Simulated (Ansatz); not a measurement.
```yaml
crystal:
  periodic: [false, false, false]
  atoms:
    - {symbol: B, position_ang: [-1.329865, -0.146781, -0.909309]}
    - {symbol: Ge, position_ang: [0.767234, -0.144288, 0.572036]}
    - {symbol: Br, position_ang: [2.052864, 2.460006, 0.571518]}
    - {symbol: H, position_ang: [-2.111252, -1.412887, -1.036491]}
    - {symbol: H, position_ang: [-1.776608, 1.074636, -1.633880]}
    - {symbol: H, position_ang: [0.369233, -0.529578, 2.414319]}
    - {symbol: H, position_ang: [2.104770, -1.386230, -0.035318]}
basis:
  gaussian: {orbitals: def2-TZVPP}
total_charge: 1
magnetization: {spin_polarized: true, initial_magnetization: 9}
hamiltonian: {xc: {name: BLYP}, dispersion: d3bjatm}
output: {forces: true}
```

```sh
$ ansatz run in.yaml --threads 2 --pin off --events-out ev --progress --plain --max-ram 4352MiB
```

Output, abridged:

```
Functional definition: BLYP
1139 factors; their error is unknown
mean field evaluation 1: about -127257.7624 eV, gradient 3.6e1 eV
mean field evaluation 2: about -126930.8388 eV, gradient 1.5e2 eV
mean field evaluation 4: about -127258.8757 eV, gradient 3.7e1 eV
mean field evaluation 8: about -127276.9950 eV, gradient 5.0e0 eV
mean field evaluation 16: about -127277.2445 eV, gradient 2.2e-1 eV
mean field evaluation 32: about -127277.2090 eV, gradient 1.7e-5 eV
mean field -127277.20904514 eV, -4677.3511608179 hartree, gradient 3.2e-6 eV, S^2 24.757232; 10 other end points of the search recorded, 0 dependent functions left out
reference -127277.20944028 eV, -4677.3511753391 hartree; 42, 33 occupied and 141, 150 virtual orbitals, 1139 factors
Total energy: -127277.58750428 eV, -4677.3650689349 hartree
Atom 0 at    -1.329865    -0.146781    -0.909309 Å, force    -0.268402     0.151086    -0.241352 eV/Å
Atom 1 at     0.767234    -0.144288     0.572036 Å, force     0.057367    -0.261095     0.144219 eV/Å
Atom 2 at     2.052864     2.460006     0.571518 Å, force     0.644065     1.137860     0.057167 eV/Å
Atom 3 at    -2.111252    -1.412887    -1.036491 Å, force    -0.479147     0.348561    -0.451604 eV/Å
Atom 4 at    -1.776608     1.074636    -1.633880 Å, force    -0.557075    -0.537213    -0.214416 eV/Å
Atom 5 at     0.369233    -0.529578     2.414319 Å, force    -0.825673     0.136239     1.936806 eV/Å
Atom 6 at     2.104770    -1.386230    -0.035318 Å, force     1.428865    -0.975439    -1.230820 eV/Å
Dipole moment:    -0.186198     0.201856    -0.201477 e Å
```

**Question.** What is wrong with this run?

**Answer.** The spin is set far too high for this molecule. The calculation finished and met its thresholds. The result belongs to that input, not to the molecule as meant.
